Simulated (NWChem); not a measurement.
sulfur tetrafluoride (SF₄); SMILES FS(F)(F)F

```xyz
5

F      1.2205     0.0000     0.6168
S      0.0000     0.0000    -0.3878
F      0.0000    -1.6542    -0.2755
F      0.0000     1.6542    -0.2755
F     -1.2205     0.0000     0.6168
```
Atoms are numbered in this order, from 1.

All runs: NWChem. Geometry: optimised at PBE0/def2-SVP. Level: PBE0/def2-SVP with COSMO at NWChem's default radii, gas-phase geometry; rows give the dielectric constant.

```csv
dielectric constant,electrostatic solvation energy (kcal/mol),dipole in solution (D)
2.0,-1.7,1.06
2.4,-2.1,1.07
4.8,-2.8,1.12
37.5,-3.5,1.16
46.7,-3.6,1.16
```
